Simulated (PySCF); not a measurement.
**Excitation energy of Tl by level of theory**

Tl [Xe] 4f14 5d10 6s2 6p1 (2P) → Tl [Xe] 4f14 5d10 6s1 6p1 6d1 (high-spin determinant), as a difference of total energies. Calculation: PySCF 2.14, in aug-cc-pVTZ-PP with ECP60MDF; scalar relativity through the core potential. Correlated levels: valence: 5s2 5p6 5d10 frozen. The calculations carry no spin-orbit coupling.

```csv
method,excitation energy (eV)
UHF,9.254
MP2 (valence),9.833
SCS-MP2 (valence),10.014
CCSD (valence),9.969
CCSD(T) (valence),9.967
```

**Question.** How much does correlation contribute at CCSD(T) (valence)?

**Answer.** 9.967 − (9.254) = 0.713 eV, measured against UHF.

The upper state lies above the first ionisation limit, but in LS coupling its spin forbids autoionisation to the ground ion; at this Z spin-orbit coupling breaks that rule.

The promoted electron is Rydberg-like, and one or two diffuse shells describe it only roughly, which tends to raise the upper state.

The coupled-cluster amplitudes are large for the upper state (T1 above 0.03 or a double amplitude above 0.15), so a single reference is strained.

The determinant of the upper state mixes LS terms, which raises its energy above the lowest term, most at the Hartree-Fock and MP2 levels.
